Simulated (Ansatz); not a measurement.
A nudged elastic band was laid between two geometries of F2H2OSi + H2S (9 atoms, charge 0, multiplicity 1).

Theory: RKS PBE0-D4/def2-SVP (Ansatz 0.2.0).

* movable images: 5
* climbing image: yes
* spring: 5.0 eV/Å²
* optimiser: quadratic models (default)
* start path: through a guess of the saddle point
* force threshold: 0.05 eV/Å
* iteration limit: 60
* end points: relaxed

First end point:

```xyz
9
Properties=species:S:1:pos:R:3
Si 0.396 -0.074 0.124
H 0.494 0.729 1.343
O 1.877 -0.167 -0.556
H 1.990 -0.651 -1.380
F -0.656 0.551 -0.931
F -0.167 -1.559 0.424
S -2.916 0.089 1.569
H -2.889 0.428 0.264
H -2.518 -1.171 1.297
```

Last end point:

```xyz
9
Properties=species:S:1:pos:R:3
Si -0.557 -0.098 -0.725
H 0.519 0.352 2.488
O 0.852 -0.413 0.037
H 0.963 -1.279 0.442
F -0.470 1.435 -1.178
F -0.723 -0.949 -2.081
S -2.215 -0.511 0.512
H -3.021 -0.761 -0.544
H 0.263 0.398 3.204
```

Task: What changes between the two ends?

Result: Bonds broken: Si1–H2, S7–H9. Bonds formed: Si1–S7, H2–H9. F2H2OSi + H2S becomes F2H2OSSi + H2.

Task: What energy profile does the band end with?

Result: It converged. The highest image is number 4 of 0 to 6, 1.92 eV above the first end and 2.12 eV above the last; the last end lies 0.20 eV below the first. Neighbouring images differ by up to 2.1 eV, so the band resolves the path poorly. A vibrational analysis at the climbing image gives one clearly imaginary mode, 1073i cm⁻¹: a first-order saddle point. The orbitals stay closed-shell, which can raise the energy where a bond breaks towards radicals; this wasn't checked here.

| image | path coordinate (Å) | energy (eV) | Si1–H2 (Å) | S7–H9 (Å) | Si1–S7 (Å) |
| --- | --- | --- | --- | --- | --- |
| 0 | 0.00 | 0.00 | 1.46 | 1.35 | 3.62 |
| 1 | 1.89 | 0.04 | 1.46 | 1.35 | 3.66 |
| 2 | 3.77 | 0.08 | 1.46 | 1.35 | 3.97 |
| 3 | 5.66 | 0.22 | 1.46 | 1.35 | 3.60 |
| 4 | 7.54 | 1.92 | 1.63 | 1.55 | 2.40 |
| 5 | 9.93 | -0.18 | 3.62 | 3.30 | 2.10 |
| 6 | 12.33 | -0.20 | 3.42 | 3.77 | 2.11 |

Task: What is the geometry of the highest image?

Result: 
```xyz
9
Properties=species:S:1:pos:R:3
Si -0.198 0.147 -0.120
H -0.120 0.668 1.419
O 1.001 -0.917 0.277
H 1.213 -1.503 -0.461
F 0.010 1.673 -0.614
F -0.586 -0.486 -1.579
S -2.423 -0.251 0.696
H -2.069 -1.504 1.065
H -1.217 0.348 1.472
```

Run time: 8.4 min on 2 threads of Intel(R) Xeon(R) Platinum 8259CL CPU @ 2.50GHz (Skylake/Cascade Lake), with other jobs on the host, peak memory 0.25 GiB.
